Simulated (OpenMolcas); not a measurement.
Pd2+ (d8) among equal point charges was computed by CASSCF with the d shell active (OpenMolcas, ANO-RCC-VDZP on the metal). Its lowest spin-free states, and all those of the highest spin:

| 2S+1 | Degeneracy | E (cm-1) |
| --- | --- | --- |
| 3 | 1 | 0.0 |
| 3 | 3 | 4391 |
| 3 | 3 | 7692 |
| 1 | 2 | 14183 |
| 1 | 3 | 17722 |
| 3 | 3 | 19507 |
| 1 | 1 | 21791 |
| 1 | 3 | 23001 |
| 1 | 2 | 25362 |
| 1 | 3 | 25884 |
| 1 | 1 | 52008 |

Problem. Is the site octahedral, tetrahedral or cube-like, axial, or of lower symmetry?

Solution. The states with 2S+1 = 3 have orbital degeneracies 1, 3, 3, 3. Threefold states need a cubic site. For d8 at this spin an octahedron puts the single A2 below the threefold T2 and a tetrahedron or cube puts the threefold T1 below the threefold T2, so the site is octahedral. The first gap at this spin, 4390 cm-1, is |10Dq| in ligand-field theory. The run had Pd2+ among 6 point charges of -0.98 e arranged as an octahedron (Oh), 2.06 Å from the ion.

Without dynamic correlation the repulsion within the d shell is too large (B by tens of per cent), so at a given field states of lower spin stand too high. Real 4d8 and 5d8 ions are as a rule square planar and diamagnetic. Point charges carry no covalency, so the field is a model and not that of real ligands. No measured value stands beside these numbers.
